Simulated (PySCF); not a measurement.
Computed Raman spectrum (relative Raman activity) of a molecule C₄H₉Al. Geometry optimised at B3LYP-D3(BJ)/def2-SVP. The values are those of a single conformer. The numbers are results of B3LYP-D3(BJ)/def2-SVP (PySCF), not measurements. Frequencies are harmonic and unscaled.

Lines under 2 % of the strongest are left out, and lines within 2 cm⁻¹ are merged.

ν (cm⁻¹): 100 (vw), 309 (w), 428 (vw), 450 (vw), 510 (w), 553 (vw), 643 (vw), 739 (vw), 933 (w), 950 (vw), 1000 (w), 1198 (vw), 1303 (w), 1412 (w), 1429 (w), 1432 (w), 1452 (w), 1623 (m), 1932 (s), 3013 (s), 3092 (vs), 3109 (m), 3126 (m), 3138 (s), 3186 (m), 3241 (m) (against the strongest line: vs over 80 %, s over 45 %, m over 15 %, w over 4 %, vw less)

Q: Pick the molecule that these values belong to.
A) C=C[CH2][AlH][CH3]
B) C=[CH][AlH][CH2]C
C) C=[CH][Al]([CH3])[CH3]

A: A, C=C[CH2][AlH][CH3]
